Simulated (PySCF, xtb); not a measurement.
acetonitrile (C2H3N), SMILES CC#N.

GFN2-xTB (xtb) at its own geometry gives an orbital gap of 6.11 eV and a dipole moment of 3.85 D.

Geometry: B3LYP-D3(BJ)/def2-TZVP.

What does CAM-B3LYP/def2-TZVPD (PySCF) give? (Estimate from the structure and the level; the computed values follow.)

gap 11.46 eV (levels -10.94 and 0.52 eV), dipole 4.08 D.
